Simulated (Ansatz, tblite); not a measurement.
Forces on the cluster Nb2O4⁻ at its PBE0-D4/def2-SVPD geometry. The state is a doublet with charge -1.

In the def2 sets Nb takes a core potential; there is no spin–orbit coupling. The xTB rows come from tblite. The structure holds 1 bond(s) between oxygen atoms. At PBE-D4/def2-TZVPD the charge -1 doublet is spin-contaminated (final ⟨S²⟩ up to 1.56, 0.75 for a pure state). At PBE-D4/def2-TZVPD the highest occupied level of the charge -1 doublet lies above zero (up to 0.02 eV). It is a level of α spin, whose loss leaves a singlet; that state wasn't run at this geometry and level. The electron is either unbound and held by the finite basis, or the level is raised by self-interaction error. No other spin state of charge -1 was run. The geometry of the doublet was relaxed on an unsound state (⟨S²⟩ 1.81, where a pure state has 0.75). Another isomer (doublet) lies 4.90 eV lower at PBE0-D4/def2-TZVPD; other spin states weren't run for this one.

GFN1-xTB (tblite), largest force 3.86 eV/Å:

```xyz
6
positions Å, forces eV/Å
Nb   -0.865   -0.938   -0.102    2.162    3.192   -0.179
Nb    1.468    0.337    0.627   -2.554   -1.130   -2.206
O    -0.995   -1.204   -1.799   -0.287   -0.728    0.779
O    -0.477    0.775    1.223   -1.014   -0.507   -0.195
O    -1.795    0.613    0.669    1.883   -0.763    0.495
O     2.665    0.418   -0.618   -0.190   -0.064    1.307
```

GFN2-xTB (tblite), largest force 2.18 eV/Å:

```
Nb -1.078 0.269 -1.873
Nb 1.377 0.886 -1.134
O -0.175 -0.779 0.682
O -0.662 -0.206 0.232
O 0.773 -0.013 0.808
O -0.234 -0.157 1.285
```

PBE-D4/def2-TZVPD (Ansatz), largest force 0.97 eV/Å:

```
Nb 0.459 -0.012 0.750
Nb -0.641 -0.145 0.470
O -0.061 -0.128 -0.883
O 0.771 0.253 0.528
O -0.915 0.059 -0.312
O 0.388 -0.027 -0.554
```
